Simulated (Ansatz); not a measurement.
Cost and result for the atomization energy of C₃H₆Ge (`C=C=[CH][GeH3]`) (10 atoms, 9 bonds).

Cartesian coordinates in Å:
```
C -1.268 1.710 -0.635
C -0.912 0.576 -0.106
C -0.520 -0.549 0.410
Ge 1.334 -1.120 0.304
H -1.245 2.629 -0.059
H -1.605 1.767 -1.665
H -1.242 -1.187 0.914
H 2.130 -0.064 -0.473
H 1.418 -2.480 -0.411
H 1.911 -1.282 1.721
```

Charge 0, multiplicity 1. Correlated methods include outer-core shells of Ge, which these sets cover unevenly. Scalar relativity is left out up to krypton. The geometry is a stationary point of PBE0-D4/def2-TZVP. Program: Ansatz. All runs use 4 threads of an Arm Neoverse V2 on a shared host. Times are those of one run each, without the atoms' runs, and a repeat can differ threefold. Electronic energies, without spin–orbit coupling; frozen cores. CCSD(T)/CBS adds CCSD(T) − MP2 in def2-TZVPP to the MP2 limit, and its time is that of the two runs behind it. T1 = 0.012. With those shells the extrapolation isn't a true limit. B3LYP takes the VWN-RPA correlation (the form of Gaussian; ORCA's B3LYP/G).

CCSD(T)/CBS is a level of theory with its own doubt, some kJ/mol a heavy atom from the limit and from the frozen cores, so smaller differences don't rank the functionals.

```csv
level,functions,wall time,atomization (kJ/mol),difference from CCSD(T)/CBS,per bond
PBE-D4/def2-TZVPP (with forces),225,2 s,3786.5,79.9,8.9
PBE0-D4/def2-TZVPP,225,2.5 s,3726.0,19.4,2.2
B3LYP-D4/def2-TZVPP (with forces),225,3.5 s,3713.1,6.5,0.7
r2SCAN-D4/def2-TZVPP (with forces),225,4.1 s,3728.2,21.6,2.4
B2PLYP/def2-TZVPP,225,4.3 s,3676.6,-30.0,-3.3
ωB97X-V/def2-TZVPP,225,6 s,3711.8,5.2,0.6
ωB97M-V/def2-TZVPP (with forces),225,9 s,3705.5,-1.1,-0.1
MP2/def2-QZVPP,440,17 s,3708.4,1.8,0.2
CCSD(T)/def2-TZVPP,225,100 s,3632.3,-74.3,-8.3
CCSD(T)/CBS(def2),–,120 s,3706.6,0.0,0.0
```

From PBE to PBE0 (25 % exact exchange), in def2-TZVPP and without D4, the atomization energy moves by −57.7 kJ/mol: exact exchange takes away binding that semilocal exchange gives to molecules. In def2-TZVPP, CCSD(T) changes the Hartree–Fock value by +897.7 kJ/mol (the triples alone add +57.4 kJ/mol) and MP2 by +930.7 kJ/mol; breaking electron pairs costs correlation energy, which Hartree–Fock lacks. The D4 term adds +28.6 kJ/mol with B3LYP and +15.0 kJ/mol with PBE0; it sums over pairs of atoms, weighted by their polarisabilities, and B3LYP, whose exchange is more repulsive, gets the larger term.
